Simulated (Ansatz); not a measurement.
BrCuH₃N (`[NH3+][Cu-][Br]`). The species carries charge 0 and has multiplicity 1. The geometry is a stationary point of PBE0-D4/def2-TZVP. It is one conformer, not always the lowest.

```xyz
6

N     0.058    0.394    0.731
Cu   -0.077   -0.528   -0.979
Br   -0.234   -1.575   -2.923
H    -0.595    1.169    0.788
H     0.990    0.771    0.878
H    -0.142   -0.230    1.506
```

Problem. What is the dipole moment at r2SCAN/def2-TZVPP? (An estimate is asked.)

Solution. Computed: 8.84 D, with components (0.62, 4.19, 7.77) D in this frame, pointing from negative to positive charge.

Problem. And with PBE, B3LYP, ωB97M-V? (An estimate is asked.)

Solution. Computed: PBE 8.58 D, B3LYP 8.91 D, ωB97M-V 9.15 D.

Problem. Give the Mulliken charges with r2SCAN, PBE, B3LYP in def2-TZVPP. (An estimate is asked.)

Solution. Ansatz gave: 
| atom | r2SCAN | PBE | B3LYP |
| --- | --- | --- | --- |
| N1 | -0.19 | -0.21 | -0.21 |
| Cu2 | 0.11 | 0.06 | 0.14 |
| Br3 | -0.47 | -0.44 | -0.47 |
| H4 | 0.18 | 0.20 | 0.18 |
| H5 | 0.18 | 0.20 | 0.18 |
| H6 | 0.18 | 0.20 | 0.18 |

B3LYP here is the variant with VWN-RPA as its local correlation; programs differ in this.
